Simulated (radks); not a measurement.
The numbers below are computed, except where a source is named.
Problem. The silicon anion Si4-, [Ar], held by a Watson sphere: a shell of charge +4 at radius R that stands for the Madelung well of a crystal (potential energy -4/R inside, -4/r outside, in hartree with lengths in bohr). Level of theory: non-relativistic Kohn-Sham, LDA (Slater exchange, Perdew-Wang correlation), spin-polarised, spherical densities, point nucleus (a radial shooting solver on a logarithmic mesh with Libxc functionals). Response by self-consistent Sternheimer equations with the Hartree and adiabatic LDA kernel. The sphere does not respond.

| R (bohr) | e(2p) (eV) | e(3s) (eV) | e(3p) (eV) | <r> 3p (bohr) | sum of <r^2> (bohr^2) | X-ray form factor at sin(theta)/lambda = 0.3 1/angstrom | alpha (bohr^3) |
|---|---|---|---|---|---|---|---|
| 2.16 | -92.474 | -14.727 | -7.707 | 2.476 | 56.06 | 7.998 | 37.63 |
| 2.65 | -91.924 | -12.954 | -6.751 | 2.742 | 67.28 | 8.018 | 54.38 |
| 2.78 | -91.926 | -12.539 | -6.504 | 2.813 | 70.47 | 8.037 | 60.08 |
| 4.06 | -92.352 | -9.662 | -4.499 | 3.528 | 105.9 | 8.189 | 158.3 |
| 4.53 | -92.439 | -9.056 | -3.978 | 3.798 | 121.0 | 8.201 | 221.7 |

Estimate the row for R = 3.16 bohr.

Solution. e(2p) (eV) -92.040; e(3s) (eV) -11.467; e(3p) (eV) -5.821; <r> 3p (bohr) 3.023; sum of <r^2> (bohr^2) 80.23; X-ray form factor at sin(theta)/lambda = 0.3 1/angstrom 8.098; alpha (bohr^3) 80.39.
